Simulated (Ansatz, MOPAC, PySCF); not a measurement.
Species: HSiO$_{3}$ (charge -1, singlet). SMILES: [O-][Si](=O)O
Structure (B3LYP-D3(BJ)/def2-TZVP (Ansatz, an electronic-structure program) minimum search):
```
Si
O 1 1.5418
O 1 1.5496 2 135.90
O 1 1.6860 2 113.18 3 -180.00
H 4 0.9635 1 106.17 2 -180.00
```
Charge -1, spin multiplicity 1.

Unscaled harmonic wavenumbers (cm⁻¹) in rising order, each level at the stationary point that it reaches from this structure (no distance between atoms moves by over 0.3 Å); the order of modes can differ between levels, and a negative number is imaginary. B3LYP-D3(BJ)/def2-TZVP (PySCF, at the structure above): 329, 386, 396, 505, 770, 936, 1016, 1276, 3816.

PM3 (MOPAC): 248, 264, 271, 359, 806, 946, 950, 1109, 3917. Zero-point energy 12.7 against 13.5 kcal/mol; where all levels lie over 400 cm⁻¹, the wavenumbers are on average 0.977 times those of B3LYP-D3(BJ)/def2-TZVP.

PM7 (MOPAC): 327, 389, 405, 450, 746, 945, 982, 1235, 2802. Zero-point energy 11.8 against 13.5 kcal/mol; where all levels lie over 400 cm⁻¹, the wavenumbers are on average 0.929 times those of B3LYP-D3(BJ)/def2-TZVP.

HF/3-21G (Ansatz): 315, 350, 422, 437, 845, 934, 1114, 1361, 3928. Zero-point energy 13.9 against 13.5 kcal/mol; where all levels lie over 400 cm⁻¹, the wavenumbers are on average 1.058 times those of B3LYP-D3(BJ)/def2-TZVP.
